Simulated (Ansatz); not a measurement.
Consider the hydrogenolysis of the Si–C bond: `CC(C)[Si]C(C)C` + H₂ → `CC(C)[SiH]` + `CCC`.

Gas-phase electronic energies from Ansatz, PBE0-D4/def2-TZVP geometries. CBS: MP2 limit from def2 TZ/QZ plus the TZ coupled-cluster correction, frozen cores. This one scheme is used for every species. Functionals use def2-TZVPP. HSE06 is defined as in plane-wave codes. One conformer a species, not always the lowest.

Q: Is it downhill or uphill in electronic energy at CCSD(T)/CBS, and by how much? (Best estimate.)

A: Ansatz gave: Downhill: ΔE = -0.31 eV.

Q: What do these levels give: revPBE-D4, r2SCAN0-D4, HSE06-D4, ωB97X-V, ωB97M-V, B2PLYP, BLYP, r2SCAN, MP2/def2-SVP, HF/def2-TZVPP, SCS-MP2/def2-TZVPP, SCS-MP2/def2-QZVPP? (Estimate.)

A: Ansatz gave: revPBE-D4 -0.32, r2SCAN0-D4 -0.45, HSE06-D4 -0.45, ωB97X-V -0.41, ωB97M-V -0.39, B2PLYP -0.47, BLYP -0.57, r2SCAN -0.48, MP2/def2-SVP -0.37, HF/def2-TZVPP -0.62, SCS-MP2/def2-TZVPP -0.36, SCS-MP2/def2-QZVPP -0.34 eV.

Largest T1 diagnostic among the species: 0.012.

At CCSD(T), def2-SVP lies −0.09 eV from the extrapolated value and def2-TZVPP −0.03 eV. Leaving LDA and LC-ωPBE aside and taking each functional with its dispersion term where it has one, the values, not all of them listed here, spread over 0.20 eV, from B97M-V to BLYP-D4. LDA lies +0.07 eV from PBE without D4.
